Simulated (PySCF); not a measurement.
Compound: C7H11N3.
SMILES with atom numbers: `[CH3:1][C:2]([CH3:3])([CH3:4])[c:5]1[n:6][cH:7][cH:8][n:9][n:10]1`

Cartesian coordinates in Å at the PBE0-D3(BJ)/def2-SVP level; atoms count from 1:
```xyz
21
C7H11N3 angstrom
C     -1.598   -0.015   -1.243
C     -0.897    0.004    0.123
C     -1.319   -1.229    0.933
C     -1.257    1.279    0.880
C      0.600   -0.073   -0.122
N      1.385    0.939    0.258
C      2.675    0.799    0.005
C      3.150   -0.350   -0.626
N      2.316   -1.321   -0.983
N      1.039   -1.183   -0.730
H     -1.335   -0.924   -1.802
H     -1.312    0.860   -1.848
H     -2.690    0.011   -1.105
H     -1.055   -2.153    0.400
H     -2.407   -1.214    1.100
H     -0.826   -1.245    1.917
H     -2.345    1.314    1.046
H     -0.755    1.323    1.857
H     -0.960    2.177    0.320
H      3.349    1.610    0.305
H      4.209   -0.504   -0.853
```

Definitions: NICS(0) = −σiso at the ring centroid; NICS(1) = −σiso and NICS(1)zz = −σzz at ±1 Å along the ring normal z. Level: GIAO CAM-B3LYP/pcSseg-1 (PySCF, non-relativistic, gas phase) on the PBE0-D3(BJ)/def2-SVP geometry, one conformer.

Ring bond lengths (Å): C5–N6 1.336, N6–C7 1.322, C7–C8 1.394, C8–N9 1.329, N9–N10 1.310, N10–C5 1.339.

**Question.** Give the NICS values of each ring in ppm.

**Answer.** 
```tsv
ring	type	NICS(0)	NICS(1), two faces	NICS(1)zz, two faces	rms pucker (Å)	centre to ring atoms, mean (Å)
C5–N6–C7–C8–N9–N10	6-membered ring with 3 N; formal bonds all aromatic	-3.8	-11.1 / -11.1	-26.4 / -26.3	0.00	1.34
```

**Question.** What do they say, and how far can they be read as aromaticity?

**Answer.** 
- C5–N6–C7–C8–N9–N10: mean NICS(1)zz -26.3 ppm, shielded. The ring is flat and has no four-coordinate atom; by the NICS criterion it is aromatic. NICS(0) lies 7 ppm above the mean NICS(1).

**Question.** What does the geometric index give? Use HOMA with the parameters of Krygowski (1993).

**Answer.** 
- C5–N6–C7–C8–N9–N10: HOMA 1.00; the largest term is that of N6–C7, α(R − Ropt)² = 0.01. The geometric and the magnetic index point the same way.

**Question.** What is the mean of the two in-plane components of NICS at the first NICS(1) probe listed for ring C5–N6–C7–C8–N9–N10, 1 Å off the ring?

**Answer.** The isotropic value is a third of the trace: (3 × -11.1 − (-26.4))/2 = -3.4 ppm.

**Question.** Give the inner angles of the rings.

**Answer.** 
- C5–N6–C7–C8–N9–N10: C5 124.3°, N6 116.0°, C7 120.4°, C8 120.7°, N9 118.9°, N10 119.7°; sum 720.0° against 720° for a flat convex ring.

**Question.** How shielded are the nuclei of the rings and their hydrogens (means over atoms taken as equivalent)?

**Answer.** 
```tsv
atoms	environment	σ isotropic (ppm)	principal values of the symmetric part, first atom (ppm)
C5	substituted aromatic carbon	-5.7	-102.4, -42.2, 127.6
N6	pyridine-type nitrogen	-64.2	-337.2, -155.9, 300.5
C7	aromatic CH next to a ring nitrogen	28.0	-85.9, 23.1, 146.7
C8	aromatic CH next to a ring nitrogen	25.9	-113.8, 44.2, 147.1
N9	pyridine-type nitrogen	-246.5	-734.8, -257.1, 252.4
N10	pyridine-type nitrogen	-190.4	-578.6, -226.7, 234.0
H20	aromatic hydrogen	23.03	19.0, 22.9, 27.2
H21	aromatic hydrogen	22.18	19.6, 20.5, 26.5
```

**Question.** How do the values depend on the level or the medium?

**Answer.** 
```tsv
level	NICS(0), C5–N6–C7–C8–N9–N10	mean NICS(1)zz, C5–N6–C7–C8–N9–N10
CAM-B3LYP/pcSseg-1, gas	-3.8	-26.3
PBE0/pcSseg-1, gas	-3.8	-26.2
PBE0/pcSseg-1, IEF-PCM cyclohexane	-3.7	-26.1
PBE0/pcSseg-1, IEF-PCM dimethylsulfoxide	-3.7	-25.9
```

The geometry is the same throughout; the continuum's cavity takes Bondi-type radii × 1.2.

On an Intel Xeon Platinum 8488C with one thread, on a shared host, this took 57 s of wall time and 1.3 GiB of memory at its peak. This is the whole shielding run at CAM-B3LYP/pcSseg-1, SCF included.
